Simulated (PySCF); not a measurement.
Several structures and their simulated spectra, in scrambled order.

A. `C1=C\CC/C=C\CC/1`
B. `C#C/C=C(/O[SiH3])C(F)F`
C. SMILES C(=C1CC1)C1CCC1

Spectrum 1. $^{1}$H NMR (400 MHz, computed): δ 7.35 (m, 1H), 5.54 (m, 1H), 5.17 (s, 3H), 3.05 (d, 1H). $^{13}$C{$^{1}$H} NMR (computed): δ 165.0 (C), 117.0 (CH), 102.2 (CH), 94.8 (CH), 81.7 (C).

Spectrum 2. $^{1}$H NMR (400 MHz, computed): δ 6.52 (m, 4H), 2.10 (m, 8H). $^{13}$C{$^{1}$H} NMR (computed): δ 143.0 (CH), 33.5 (CH2).

Spectrum 3. $^{1}$H NMR (400 MHz, computed): δ 6.24 (d, 1H), 3.17 (m, 1H), 2.26 (m, 2H), 2.00 (m, 1H), 1.94 (m, 2H), 1.84 (m, 1H), 1.04 (m, 2H), 0.99 (m, 2H). $^{13}$C{$^{1}$H} NMR (computed): δ 133.9 (CH), 126.0 (C), 39.5 (CH), 28.9 (CH2), 17.5 (CH2), 4.9 (CH2), 4.1 (CH2).

Theoretical values (PySCF 2.14.0 with density-fitted response routines): geometry from GFN2-xTB, GIAO PBE0/pcSseg-1 shieldings. Relativity neglected, no solvent, a single conformation, one averaged value for each set of equivalent atoms.

Scale: TMS for $^{1}$H, $^{13}$C (reference shieldings calculated alike). Splittings of carbon signals by F and P are missing where no couplings were computed. Where no couplings were computed, multiplicities follow the n + 1 count of equivalent neighbours, and m marks all less simple cases (inequivalent or close neighbours, rings, F or P nearby). Shifts are as computed. Against solution values, carbons near 30 ppm lie about +3 ppm off and those near 130 ppm about +5 ppm. Of 1211 compounds with measured shifts, 218 miss one by over three times the rms of a fit or turn the order of signals round; such compounds aren't used in these exercises.

Problem. Which spectrum belongs to which compound?

Solution. 1–B, 2–A, 3–C.

- Spectrum 1 (B): 5 $^{13}$C signals; δC 165.0 is an alkene carbon bearing oxygen; δC 117.0 is an allylic sp3 CH bonded to 2 F.
- Spectrum 2 (A): 2 $^{13}$C signals; δC 143.0 is an alkene CH; δC 33.5 is an allylic sp3 CH2.
- Spectrum 3 (C): 7 $^{13}$C signals; δC 133.9 is an alkene CH; δC 126.0 is a fully substituted alkene carbon.
